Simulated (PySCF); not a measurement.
C2H4Cl2Si2, SMILES [SiH3]C#C[SiH](Cl)Cl.

Coordinates come from a B3LYP-D3(BJ)/def2-SVP optimisation. This is a generated structure with no PubChem entry under its InChIKey; it may be hypothetical.

These are ωB97X/def2-TZVP run with PySCF values and carry that method's errors.

```
Quantity                                                                                                        Result
---------------------------------------------------------------------------------------------  -----------------------
total energy                                                                                       -1578.09861 hartree
highest occupied level                                                                                       -10.96 eV
lowest empty level                                                                                             0.73 eV
orbital gap                                                                                                   11.69 eV
dipole moment                                                                                                   1.87 D
quadrupole, principal values (traceless, Buckingham form, about the centre of nuclear charge)   -4.88, -1.76, 6.64 D·Å
mean static polarisability                                                                       96.1 bohr³ (14.24 Å³)
polarisability, principal values                                                               73.8, 86.6, 127.8 bohr³
```
